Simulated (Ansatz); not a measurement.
Cartesian coordinates in Å:
```
C 0.0500 -2.3475 0.7167
C 0.6430 -1.2588 -0.1110
C 0.0962 -0.0656 -0.3513
In -1.6834 0.8624 0.5281
Si 0.8540 1.2920 -1.3128
S 0.0703 3.0565 -0.2685
H 0.7367 -2.6500 1.5140
H -0.8947 -2.0414 1.1720
H -0.1338 -3.2398 0.1087
H 1.6178 -1.5117 -0.5412
H -3.0403 1.1677 -0.4901
H -1.7343 1.0192 2.2462
H 2.3389 1.3744 -1.3847
H 0.2777 1.4843 -2.6685
H 0.8018 2.8583 0.8424
```

Total charge 0; spin multiplicity 1. In: def2 effective core potential.

Problem. List the CAM-B3LYP/def2-TZVPP orbital energies in eV (Ansatz). (An estimate is asked.)

Solution. The calculation gave: Occupied: -2420.27, -1801.56, -279.36, -278.83, -278.32, -218.33, -162.90, -162.81, -162.73, -146.09, -128.67, -101.48, -101.39, -101.36, -85.39, -85.11, -85.10, -23.87, -22.86, -22.37, -22.19, -22.17, -22.12, -22.11, -20.72, -17.32, -15.98, -13.99, -13.79, -13.38, -13.11, -12.25, -11.70, -11.56, -10.68, -9.61, -9.35, -8.60, -8.23. Lowest empty: -0.07, 0.54, 1.03, 1.08, 1.79, 1.93, 1.99, 2.20.
